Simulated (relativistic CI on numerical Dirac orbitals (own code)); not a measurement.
**How well does a small relativistic CI reproduce Nb?**

Method of calculation: Dirac-Coulomb-Breit CI, separate exchange-only KLI orbitals for each configuration, a model potential for QED, valence Slater integrals scaled by 0.85, P86 correlation energy added to each configuration (own radial code, finite nucleus).

CI space (outside the closed core [Kr]): 4d⁴5s, 4d³5s², 4d⁴5p, 4d³5s5p, 4d⁵, 4d²5s²5p, 4d⁴5d, 4d²5s5p², 4d³5s4f, 4d⁴6s, 4d³5s6p, 4d³5s6s, 4d³5p², 4d³5s7s, 4d³5s5d, 4d³5s6d, 4d⁴6p, 4d³5s7p, 4d⁴4f, 4d²5s²5d, 4d³5s5g, 4d³5s8s, 4d³5s5f, 4d⁴7s, 4d³5s7d, 4d³5s8p, 4d²5s²4f, 4d⁴6d, 4d⁴7p, 4d³5s8d, 4d⁴5g, 4d²5s²6s, 4d⁴8s, 4d⁴5f, 4d³5p5d, 4d⁴7d. Levels of other configurations are missing.

```
Configuration  Term (tabulated)     J  Measured (cm⁻¹)  Computed  Error  Purity (%)
        4d⁴5s              a 6D   1/2              0.0         0      0          97
        4d⁴5s              a 6D   3/2            154.2       122    -32          97
        4d⁴5s              a 6D   5/2            392.0       316    -76          98
        4d⁴5s              a 6D   7/2            695.2       572   -123          97
        4d⁴5s              a 6D   9/2           1050.3       883   -167          97
       4d³5s²              a 4F   3/2           1142.8      1887    744          85
       4d³5s²              a 4F   5/2           1586.9      2288    702          85
       4d³5s²              a 4F   7/2           2154.1      2812    658          85
       4d³5s²              a 4F   9/2           2805.4      3429    623          84
        4d⁴5s              a 4D   1/2           8410.9      9154    743          85
        4d⁴5s              a 4D   3/2           8705.3      9379    673          86
        4d⁴5s              a 4D   5/2           9043.1      9689    646          86
        4d⁴5s              a 4D   7/2           9497.5     10074    576          65
        4d⁴5p             y 6F°   1/2          23984.9     22685  -1300          90
        4d⁴5p             y 6F°   3/2          24164.8     22830  -1335          77
        4d⁴5p             y 6F°   7/2          24769.9     23263  -1507          71
        4d⁴5p             y 6F°   9/2          25199.8     23641  -1559          82
        4d⁴5p             y 6F°  11/2          25680.4     24099  -1581          91
```

Measured levels from NIST Handbook of Basic Atomic Spectroscopic Data (Sansonetti and Martin, J. Phys. Chem. Ref. Data 34, 1559 (2005)); pairs were made by configuration, J and term (by order where the table uses no LS term), so strongly mixed levels may be paired wrongly.

Mean error by configuration (cm⁻¹): 4d⁴5s 280; 4d³5s² 682; 4d⁴5p -1456. Over the excited levels the mean absolute error is 767 cm⁻¹ (17 of the 27 excited levels that our extract of the source holds in range could be paired, and the others can miss by more), and the median relative error of those above 1,000 cm⁻¹ is 7.4 %.
